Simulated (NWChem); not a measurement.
Everything below was run with NWChem. System: 1,3,5-trisilacyclohexane (C$_{3}$H$_{12}$Si$_{3}$), charge 0, spin multiplicity 1, at a geometry optimised with PBE/def2-SVP. Level: RHF/def2-SVP.

Part of the output:

```
             Northwest Computational Chemistry Package (NWChem) 7.3.0
             --------------------------------------------------------

                                NWChem Input Module
                                -------------------

 Scaling coordinates for geometry "geometry" by  1.889725989
 (inverse scale =  0.529177249)

 Turning off AUTOSYM since
 SYMMETRY directive was detected!

                             Geometry "geometry" -> ""
                             -------------------------

 Output coordinates in angstroms (scale by  1.889725989 to convert to a.u.)

  No.       Tag          Charge          X              Y              Z
 ---- ---------------- ---------- -------------- -------------- --------------
    1 C                    6.0000     0.67042500    -0.70704700     1.55344500
    2 Si                  14.0000     0.47591500    -1.78166700     0.00000000
    3 C                    6.0000     0.67042500    -0.70704700    -1.55344500
    4 Si                  14.0000    -0.48681300     0.79788600    -1.59014700
    5 C                    6.0000    -0.27198900     1.81316500     0.00000000
    6 Si                  14.0000    -0.48681300     0.79788600     1.59014700
    7 H                    1.0000     1.72243800    -0.34858900     1.60840600
    8 H                    1.0000     0.49884100    -1.32897600     2.45840500
    9 H                    1.0000     1.49356700    -2.89716200     0.00000000
   10 H                    1.0000    -0.89522100    -2.41096700     0.00000000
   11 H                    1.0000     1.72243800    -0.34858900    -1.60840600
   12 H                    1.0000     0.49884100    -1.32897600    -2.45840500
   13 H                    1.0000    -0.20345400     1.65149800    -2.80299000
   14 H                    1.0000    -1.91553100     0.32314300    -1.68607500
   15 H                    1.0000    -0.99361600     2.65843000     0.00000000
   16 H                    1.0000     0.74547200     2.26366900     0.00000000
   17 H                    1.0000    -1.91553100     0.32314300     1.68607500
   18 H                    1.0000    -0.20345400     1.65149800     2.80299000

 Effective nuclear repulsion energy (a.u.)     445.5018764695

            Nuclear Dipole moment (a.u.)
            ----------------------------
        X                 Y               Z
 ---------------- ---------------- ----------------
     0.0000037795     0.0000340151    -0.0000000000
[...]
  ----- ------------  ---------------      ----- ------------  ---------------
   107      0.232905   9 H  s                 5      0.229678   1 C  py
    37      0.229678   3 C  py                8      0.168634   1 C  py
    40      0.168634   3 C  py              108      0.161959   9 H  s
    23     -0.158725   2 Si py

 Vector   37  Occ=0.000000D+00  E= 1.427854D-01  Symmetry=a'
              MO Center=  2.8D-01,  1.1D-01,  4.5D-13, r^2= 7.7D+00
   Bfn.  Coefficient  Atom+Function         Bfn.  Coefficient  Atom+Function
  ----- ------------  ---------------      ----- ------------  ---------------
     3      1.222790   1 C  s                35      1.222790   3 C  s
    67      1.223498   5 C  s                26     -0.643082   2 Si py
    98     -0.590152   7 H  s               118     -0.590152  11 H  s
   143     -0.590879  16 H  s                59     -0.569325   4 Si pz
    91      0.569325   6 Si pz              108     -0.522770   9 H  s

 Vector   38  Occ=0.000000D+00  E= 1.576064D-01  Symmetry=a'
              MO Center= -3.2D-01,  7.0D-01,  1.1D-13, r^2= 8.8D+00
   Bfn.  Coefficient  Atom+Function         Bfn.  Coefficient  Atom+Function
  ----- ------------  ---------------      ----- ------------  ---------------
    67      2.065797   5 C  s                 3     -1.033005   1 C  s
    35     -1.033005   3 C  s                58     -0.768966   4 Si py
    90     -0.768966   6 Si py               59     -0.601983   4 Si pz
    91      0.601983   6 Si pz              138     -0.537769  15 H  s
   143     -0.495498  16 H  s                26      0.486636   2 Si py

 Vector   39  Occ=0.000000D+00  E= 1.576067D-01  Symmetry=a"
              MO Center=  2.2D-01, -7.4D-01, -3.2D-13, r^2= 8.8D+00
   Bfn.  Coefficient  Atom+Function         Bfn.  Coefficient  Atom+Function
  ----- ------------  ---------------      ----- ------------  ---------------
     3      1.789004   1 C  s                35     -1.789004   3 C  s
    27     -1.069289   2 Si pz               57      0.642241   4 Si px
    89     -0.642241   6 Si px              103     -0.465473   8 H  s
   123      0.465473  12 H  s                98     -0.429249   7 H  s
   118      0.429249  11 H  s                58     -0.402425   4 Si py

 center of mass
 --------------
 x =  -0.00771440 y =  -0.00289373 z =  -0.00000000

 moments of inertia (a.u.)
 ------------------
        1608.258518321866         251.295104143707           0.000000000000
         251.295104143707        1029.197128162771           0.000000000000
           0.000000000000           0.000000000000         935.037319694024

  Mulliken analysis of the total density
  --------------------------------------

    Atom       Charge   Shell Charges
 -----------   ------   -------------------------------------------------------
    1 C    6     6.69   1.99  0.84  0.44  2.05  1.35  0.02
    2 Si  14    13.23   2.00  1.99  0.93  0.12  5.94  1.20  0.79  0.27
    3 C    6     6.69   1.99  0.84  0.44  2.05  1.35  0.02
    4 Si  14    13.23   2.00  1.99  0.93  0.12  5.94  1.20  0.79  0.27
    5 C    6     6.69   1.99  0.84  0.44  2.05  1.35  0.02
    6 Si  14    13.23   2.00  1.99  0.93  0.12  5.94  1.20  0.79  0.27
    7 H    1     0.91   0.72  0.16  0.03
    8 H    1     0.90   0.72  0.16  0.03
    9 H    1     1.14   0.74  0.39  0.01
   10 H    1     1.13   0.74  0.37  0.01
   11 H    1     0.91   0.72  0.16  0.03
   12 H    1     0.90   0.72  0.16  0.03
   13 H    1     1.14   0.74  0.39  0.01
   14 H    1     1.13   0.74  0.37  0.01
   15 H    1     0.90   0.72  0.16  0.03
   16 H    1     0.91   0.72  0.16  0.03
   17 H    1     1.13   0.74  0.37  0.01
   18 H    1     1.14   0.74  0.39  0.01

       Multipole analysis of the density wrt the origin
       ------------------------------------------------

     L   x y z        total         open         nuclear
     -   - - -        -----         ----         -------
     0   0 0 0     -0.000000      0.000000     72.000000

     1   1 0 0      0.430228      0.000000      0.000004
     1   0 1 0      0.160662      0.000000      0.000034
     1   0 0 1      0.000000      0.000000     -0.000000

     2   2 0 0    -48.682767      0.000000    121.672618
     2   1 1 0      0.250773      0.000000   -139.105017
     2   1 0 1      0.000000      0.000000      0.000000
     2   0 2 0    -49.262054      0.000000    442.195622
     2   0 1 1     -0.000000      0.000000      0.000000
     2   0 0 2    -49.354030      0.000000    494.302578

 Task  times  cpu:        9.9s     wall:        9.9s

 Total times  cpu:        9.9s     wall:        9.9s
```

Write an NWChem input that would produce this output.

Several could match; the one computed here: 
```
start mol
memory heap 200 mb stack 900 mb global 1100 mb
geometry units angstroms nocenter noautoz
  C      0.670425    -0.707047     1.553445
  Si     0.475915    -1.781667     0.000000
  C      0.670425    -0.707047    -1.553445
  Si    -0.486813     0.797886    -1.590147
  C     -0.271989     1.813165     0.000000
  Si    -0.486813     0.797886     1.590147
  H      1.722438    -0.348589     1.608406
  H      0.498841    -1.328976     2.458405
  H      1.493567    -2.897162     0.000000
  H     -0.895221    -2.410967     0.000000
  H      1.722438    -0.348589    -1.608406
  H      0.498841    -1.328976    -2.458405
  H     -0.203454     1.651498    -2.802990
  H     -1.915531     0.323143    -1.686075
  H     -0.993616     2.658430     0.000000
  H      0.745472     2.263669     0.000000
  H     -1.915531     0.323143     1.686075
  H     -0.203454     1.651498     2.802990
  symmetry group Cs
end
basis spherical
  * library def2-svp
end
scf
  rhf
  nopen 0
  maxiter 100
  thresh 1e-7
  semidirect memsize 60000000 filesize 0
end
task scf energy
```
